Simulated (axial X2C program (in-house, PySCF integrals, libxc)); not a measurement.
AlBr: properties at the nuclei

Computed with an in-house all-electron X2C program for linear molecules (integrals from PySCF): two-component X2C with atomic mean-field Coulomb and Gaunt terms, Gaussian nuclei, basis Br dyall-cv3z, Al dyall-v3z with contracted cores.

R = 2.320 Å (near the PBE0 minimum at charge 0 of the determinant lowest at the starting distance; the state shown can have its own minimum elsewhere).

Determinant lowest in the PBE0 search, Ω = 0 (closed shell), highest spinor 51% Al s, 23% Al p, 22% Br p:

```
level  qzz Br (a.u.)  qzz Al (a.u.)  μ (D)
 PBE0           1.23          -0.85   1.71
   HF           1.27          -0.90   1.83
PBE50           1.31          -0.86   1.80
  PBE           1.13          -0.83   1.58
B3LYP           1.15          -0.86   1.82
```

qzz is the electric field gradient, eQq0 = 234.96 MHz × Q/barn × qzz; μ is positive if the Al end (last atom) is positive. The operators were transformed with the bare-nucleus X2C matrices; with these basis sets, hyperfine constants and field gradients can be off by tens of per cent, and where levels differ in sign neither size nor sign is settled.

(1) With Q(79Br) = 0.3087 barn, Q(27Al) = 0.1466 barn (Q from Pyykkö, Mol. Phys. 2018), turn the PBE0 values of the first state into constants in MHz.

Each state is one determinant with collinear spin. The search compared states at one distance, so a state with another bond length can lie lower.

Answers

(1) eQq0(79Br) = 234.96 × (0.3087) × (1.23) = 89.2 MHz; eQq0(27Al) = 234.96 × (0.1466) × (-0.85) = -29.3 MHz.
